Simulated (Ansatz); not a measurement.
System: SiNH3S, charge 0, singlet. SiNH3S (SMILES N[Si]S).
B3LYP-D3(BJ)/def2-TZVP minimum from Ansatz (a quantum-chemistry and plane-wave program):
```
Si
N 1 1.7142
H 2 1.0086 1 120.20
H 2 1.0101 3 111.94 1 -180.00
S 1 2.1789 2 97.18 3 -180.00
H 5 1.3421 1 94.14 2 -180.00
```

Total energies in hartree (Ansatz). Radicals and triplets start from unrestricted determinants; spin-orbit coupling is neglected. Correlated methods leave the cores frozen. No relativity. Where a partner has so few electrons that a lower coupled-cluster level is exact, that level stands in.

```csv
species,HF/cc-pV(T+d)Z,CCSD(T)/cc-pV(T+d)Z,HF/cc-pV(Q+d)Z,CCSD(T)/cc-pV(Q+d)Z,CCSD(T)/cc-pV(D+d)Z,CCSDT(Q)/cc-pV(D+d)Z
1: SiNH3S (SMILES N[Si]S),-742.75489,-743.30969,-742.76567,-743.35627,-743.14869,-743.15101
2: Si (triplet),-288.85649,-288.93344,-288.85845,-288.93781,-288.91643,-288.91690
3: N (quartet),-54.40069,-54.51471,-54.40372,-54.52482,-54.47850,-54.47866
4: H (doublet),-0.49981,-0.49981,-0.49995,-0.49995,-0.49928,-0.49928
5: S (triplet),-397.50938,-397.65444,-397.51264,-397.66785,-397.60412,-397.60456
```

**Question.** Work out the atomisation energy (electronic, to ground-state atoms) in kJ/mol: take Hartree-Fock from cc-pV(Q+d)Z, extrapolate the CCSD(T) correlation energy as X^-3 (X = 3, 4), and add CCSDT(Q) - CCSD(T) in cc-pV(D+d)Z. 1 hartree = 2625.5 kJ/mol.

**Answer.** 
Species 1: correlation (64·(-0.59060) - 27·(-0.55480))/37 = -0.61672; step -0.00232; E1 = -742.76567 + (-0.61672) + (-0.00232) = -743.38471
Species 2: correlation (64·(-0.07936) - 27·(-0.07695))/37 = -0.08112; step -0.00047; E2 = -288.85845 + (-0.08112) + (-0.00047) = -288.94004
Species 3: correlation (64·(-0.12110) - 27·(-0.11402))/37 = -0.12627; step -0.00016; E3 = -54.40372 + (-0.12627) + (-0.00016) = -54.53015
Species 4: correlation (64·(0.00000) - 27·(0.00000))/37 = 0.00000; step +0.00000; E4 = -0.49995 + (0.00000) + (+0.00000) = -0.49995
Species 5: correlation (64·(-0.15521) - 27·(-0.14506))/37 = -0.16262; step -0.00044; E5 = -397.51264 + (-0.16262) + (-0.00044) = -397.67570
-1·E1 +1·E2 +1·E3 +3·E4 +1·E5 = 0.73897 hartree = 1940.2 kJ/mol.
